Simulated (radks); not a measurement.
The aluminium ion Al+ inside a hard spherical wall (all orbitals vanish at R), configuration held at [Ne] 3s2 and not refilled when levels cross. Method: scalar-relativistic Kohn-Sham, r2SCAN, spin-polarised, spherical densities, finite nucleus; meta-GGA in the generalised Kohn-Sham scheme; Fermi nuclear charge, rms radius 3.061 fm; computed with a radial shooting solver on a logarithmic mesh with Libxc functionals. Eigenvalues in eV for spin up, with the zero of energy where the potential of the charges vanishes at infinity; a dash marks a level that is unbound or too diffuse for the functional's potential to be trusted. A positive occupied level is held by the wall or, in an anion where self-interaction has pushed it up, behind a barrier. The pressure on the wall is -dE/dV.

R (bohr)  E (hartree)  kinetic (hartree)    e(1s)    e(2s)    e(2p)    e(3s)  e(3p, empty)  e(4s, empty)  pressure (GPa)
free       -242.57458            243.043  -1529.9  -120.11  -79.812  -14.962        -8.863             -               0
20         -242.57458            243.043  -1529.9  -120.11  -79.812  -14.962        -8.863             -        < 0.0001
12         -242.57458            243.043  -1529.9  -120.11  -79.812  -14.962        -8.863        -1.678        < 0.0001
10         -242.57458            243.043  -1529.9  -120.11  -79.811  -14.962        -8.861        -1.382        0.000183
8          -242.57441            243.045  -1529.9  -120.10  -79.797  -14.952        -8.834        -0.464          0.0114
4          -242.43164            243.776  -1526.6  -117.06  -76.769  -11.687        -3.881        26.965            32.2
3.5        -242.26580            244.396  -1524.4  -115.15  -74.860   -8.648         0.116        43.401            91.2
3          -241.89947            245.582  -1520.8  -112.23  -71.942   -2.488         7.657        71.672             280
2.5        -241.03677            248.088  -1514.8  -107.58  -67.236   11.021        22.932        123.99             989
2          -238.72931            254.397  -1501.9  -98.892  -58.150   44.511        57.535        232.26            4450
1.5        -231.01386            274.317  -1466.6  -76.753  -34.233   143.74        150.55        499.37           29700
